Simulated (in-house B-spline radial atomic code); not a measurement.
A fraction x of an electron is removed from 3d in Ni+, starting from [Ar] 3d9 and keeping the highest spin. Method: non-relativistic wB97X, spin-polarised, spherical fractional occupations, point nucleus. Calculated with a B-spline radial code for spherical atoms.

Caution: exact exchange at fractional occupations of open shells leaves self-interaction of up to several eV.

```csv
x,E(x) - E(0) (eV),3d down level (eV)
0,0.0000,-15.229
0.09,1.4167,-16.259
0.13,2.0764,-16.726
0.3,5.0924,-18.772
0.48,8.6740,-21.041
0.5,9.0974,-21.299
0.62,11.7475,-22.876
0.63,11.9770,-23.010
0.82,16.5932,-25.601
0.96,20.3150,-27.577
1,21.4296,-28.152
```

The exact functional would give a straight line between the two integer points. Deviations E(x) - E(0) - x[E(1) - E(0)], in eV: -0.512 at x = 0.09, -0.709 at x = 0.13, -1.336 at x = 0.3, -1.612 at x = 0.48, -1.617 at x = 0.5, -1.539 at x = 0.62, -1.524 at x = 0.63, -0.979 at x = 0.82, -0.257 at x = 0.96.

The curve lies below the straight line by up to 1.617 eV (at x = 0.5): convex, the delocalisation error, to which spherically averaged exact exchange adds.

How well does Slater's transition state (minus the level at half occupation) give the ionisation energy?

It gives 21.299 eV against 21.430 eV from the two total energies; NIST lists 18.17 eV, ground level to ground level. The end point has an open shell averaged over its orbitals, so its exact exchange keeps a self-interaction and this is no true integer point.
